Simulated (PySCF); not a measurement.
SMILES CBF, PBE0/def2-SVP optimised geometry.

```
7

B     -0.66     0.06     0.00
H     -1.33     1.08     0.00
F     -1.34    -1.08     0.01
C      0.89     0.06     0.00
H      1.25     0.60     0.90
H      1.26     0.65    -0.86
H      1.34    -0.94    -0.03
```

Density from PySCF with PBE0/def2-TZVP at that geometry.

Minimum of the electron density along straight lines between bonded atoms, close to the bond critical point (lines longer than 1.1 times the sum of covalent radii, or with two minima, are not listed):

```
bond   length / Å  ρ at the minimum / e bohr⁻³  ∇²ρ there / e bohr⁻⁵  position (fraction from the first atom)
-----  ----------  ---------------------------  --------------------  ---------------------------------------
B1–H2       1.214                        0.184                 -0.43                                     0.43
B1–F3       1.326                        0.200                  1.29                                     0.34
B1–C4       1.558                        0.195                 -0.33                                     0.33
C4–H5       1.104                        0.262                 -0.84                                     0.64
C4–H6       1.104                        0.263                 -0.85                                     0.64
C4–H7       1.099                        0.269                 -0.89                                     0.64
```
